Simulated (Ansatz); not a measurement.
CH$_{8}$N$_{2}$SSi, SMILES `NC(S)N[SiH3]`. Total charge 0; spin multiplicity 1.

```xyz
13

N     1.872   -0.716    0.044
C     0.568   -0.288    0.482
S    -0.253   -1.710    1.333
N    -0.120    0.267   -0.633
Si   -1.533    1.251   -0.490
H     2.382   -1.157    0.798
H     2.398    0.078   -0.303
H     0.574    0.469    1.282
H    -0.087   -2.566    0.311
H    -0.016   -0.315   -1.454
H    -1.239    2.306    0.515
H    -2.766    0.536   -0.058
H    -1.778    1.846   -1.828
```

(1) What are the harmonic wavenumbers in cm⁻¹ at PBE0-D4/def2-TZVP (Ansatz, finite differences of forces, unscaled)? (Estimate.)

(2) Is this a minimum?

(3) Give the ideal-gas thermochemistry at 298.15 K and 1 bar (rigid rotor, harmonic oscillator; point group C1, symmetry number 1).

Answers

(1) Ansatz gave: 59, 115, 174, 236, 319, 368, 394, 458, 534, 619, 691, 699, 820, 840, 916, 942, 960, 974, 1092, 1146, 1257, 1301, 1339, 1439, 1627, 2207, 2227, 2238, 2702, 2981, 3522, 3583, 3626.

(2) Yes, all 33 modes are real.

(3) Zero-point energy 253.6 kJ/mol; H(298) − E = 276.5 kJ/mol; entropy 361.5 J/(mol·K), of which translation 167.3, rotation 115.8, vibration 78.4; G(298) − E = 168.7 kJ/mol. Modes under 100 cm⁻¹ are hindered rotations or soft bends, so the harmonic entropy is rough.
